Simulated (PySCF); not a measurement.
Two-component Hartree-Fock for Pr³¹⁺ (praseodymium, charge +31)

Start: [Ar] 3d10. Calculated with PySCF 2.14 in an uncontracted even-tempered set (19 s from 1.8 bohr⁻², ratio 2.6; 15 p from 2.3 bohr⁻², ratio 2.6; 10 d from 2.3 bohr⁻², ratio 2.6; 6 f from 2.4 bohr⁻², ratio 2.8): generalised Hartree-Fock with the X2C-1e Hamiltonian and a Gaussian nucleus; spin-orbit coupling (SO) screened by Boettger's factors.

```tsv
spinor shell	electrons	ε, screened SO (eV)	weight of nominal j (screened SO)	rms radius, screened SO (bohr)
1s1/2	2	-43350.4	1.000	0.0275
2s1/2	2	-8025.2	1.000	0.111
2p1/2	2	-7638.9	1.000	0.0955
2p3/2	4	-7150.5	1.000	0.101
3s1/2	2	-2591.0	1.000	0.285
3p1/2	2	-2427.3	1.000	0.276
3p3/2	4	-2324.1	1.000	0.287
3d3/2	4	-2046.7	1.000	0.257
3d5/2	6	-2024.5	1.000	0.260
```

```tsv
quantity	screened SO
E (hartree)	-8719.71109
M_J	0
⟨J²⟩	0.000
⟨L²⟩	0.023
⟨S²⟩	0.023
```

Breit and QED terms are absent; they matter most for the inner s and p1/2 levels.

Densities and radii are taken from the X2C orbitals without a picture-change correction, which distorts them close to the nucleus.
